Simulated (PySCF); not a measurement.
Compound: C4H10AlB.
Cartesian coordinates in Å at the PBE0-D3(BJ)/def2-SVP level; atoms count from 1:
```
atom  x, y, z in Å
B1     2.239    0.210    0.600
C2     1.134   -0.128   -0.351
C3     0.068   -1.204   -0.143
C4    -1.342   -0.738   -0.539
C5    -1.684    0.592    0.151
Al6    0.044    1.520    0.150
H7     3.134    0.964    0.276
H8     2.189   -0.170    1.757
H9     1.300    0.126   -1.419
H10    0.069   -1.501    0.921
H11    0.341   -2.110   -0.711
H12   -1.371   -0.598   -1.635
H13   -2.080   -1.527   -0.315
H14   -2.537    1.115   -0.307
H15   -1.966    0.415    1.208
H16    0.455    3.039    0.347
```

Computed, not measured: PBE0-D3(BJ)/def2-SVP geometry optimisation, gas phase (PySCF).

(1) Which atoms are bound to Al6, and at what distances?

(2) List the angles at Al6.

(3) What is the shape at Al6?

(4) What are the other bond lengths?

(5) Give some angles away from the centre.

(6) What are the rotational constants (commonest isotopes, rigid rotor)?

Answers

(1) 3 atoms: H16 1.586 Å, C5 1.961 Å, C2 2.039 Å. The nearest atom not counted as bound is H9, at 2.45 Å.

(2) 
| angle | degrees | distance of the outer atoms (Å) |
| --- | --- | --- |
| C5–Al6–H16 | 133.0 | 3.26 |
| C2–Al6–H16 | 131.8 | 3.31 |
| C2–Al6–C5 | 95.1 | 2.95 |

(3) Planar: angles 133.0°, 131.8° and 95.1°, sum 359.8°, 0.04 Å off the plane of its three neighbours. The Al–C distances aren't all alike: 1.961 to 2.039 Å.

(4) B1–C2 1.497 Å; C2–C3 1.529 Å; C3–C4 1.536 Å; C4–C5 1.537 Å; B1–H7, B1–H8 1.216 Å; C2–H9 1.111 Å; C3–H10 1.105 Å; C3–H11 1.103 Å; C4–H12 1.105 Å; C4–H13 1.104 Å; C5–H14 1.101 Å; C5–H15 1.108 Å.

(5) B1–C2–C3 126.0°, B1–C2–Al6 93.2°, C3–C2–Al6 99.4°, C2–C3–C4 113.0°, C3–C4–C5 110.6°, C4–C5–Al6 102.3°.

(6) A = 4129, B = 2823, C = 1862 MHz: an asymmetric top.

Point group: C1 (no symmetry element, even within 0.4 Å). Charge 0, singlet. Stationary, but not proved a minimum.

On an Arm Neoverse N1 with one thread, shared host, this took 85 s wall. That covers the optimisation of the geometry.

One conformer stands for the species.
